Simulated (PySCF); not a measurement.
## Continuum solvent and chemical shifts

Geometry:
| atom | x (Å) | y (Å) | z (Å) |
| --- | --- | --- | --- |
| C1 | -2.949 | 0.121 | 0.522 |
| C2 | -1.685 | -0.356 | -0.176 |
| C3 | -0.414 | 0.229 | 0.422 |
| C4 | 0.848 | -0.246 | -0.272 |
| C5 | 2.113 | 0.365 | 0.307 |
| N6 | 3.271 | -0.081 | -0.253 |
| O7 | 2.101 | 1.190 | 1.197 |
| H8 | -2.944 | -0.158 | 1.588 |
| H9 | -3.853 | -0.313 | 0.069 |
| H10 | -3.043 | 1.217 | 0.471 |
| H11 | -1.735 | -0.099 | -1.250 |
| H12 | -1.635 | -1.459 | -0.138 |
| H13 | -0.349 | -0.021 | 1.494 |
| H14 | -0.448 | 1.330 | 0.387 |
| H15 | 0.932 | -1.347 | -0.217 |
| H16 | 0.813 | -0.006 | -1.350 |
| H17 | 3.286 | -0.762 | -0.997 |
| H18 | 4.144 | 0.300 | 0.085 |

GIAO PBE0/pcSseg-1 in PySCF on one PBE0-D3(BJ)/def2-SVP conformer, non-relativistic, equivalent nuclei averaged. Solvents enter as an IEF-PCM continuum (chloroform with ε = 4.7, dichloromethane with ε = 8.9) around the gas-phase geometry. Shifts are referred to TMS computed in the same medium.

Gas phase, δ in ppm: C5 171.8, C4 35.8, C3 28.5, C2 25.9, C1 16.5, H17 4.45, H18 4.31, H15/H16 1.81, H13/H14 1.40, H8/H9/H10 1.04, H11/H12 1.04. Dipole moment 3.70 D.

(1) How does each δ change in the continuum?

(2) Which nuclei move most (in ppm), and what does the model miss?

Answers

(1) 
```tsv
atoms	environment	Δδ, chloroform	Δδ, dichloromethane
C5	amide carbonyl carbon	+4.4	+5.2
C4	sp3 CH2 α to a carbonyl	+0.6	+0.7
C3	sp3 CH2	+0.6	+0.8
C2	sp3 CH2	+0.1	+0.1
C1	methyl carbon	+0.3	+0.4
H17	hydrogen on an amide-type nitrogen	+0.68	+0.82
H18	hydrogen on an amide-type nitrogen	+0.41	+0.49
H15/H16	hydrogen on an sp3 CH2 α to a carbonyl	+0.22	+0.28
H13/H14	hydrogen on an sp3 CH2	-0.15	-0.20
H8/H9/H10	hydrogen on a methyl carbon	-0.02	-0.03
H11/H12	hydrogen on an sp3 CH2	+0.05	+0.07
```

Changes are relative to the gas phase. The dipole moment becomes 4.58 D in chloroform, 4.79 D in dichloromethane.

(2) C5 (amide carbonyl carbon, +5.2 ppm) in dichloromethane. A continuum only polarises the solute; specific hydrogen bonds, the anisotropy of aromatic solvents and changes of geometry or conformer are outside it.
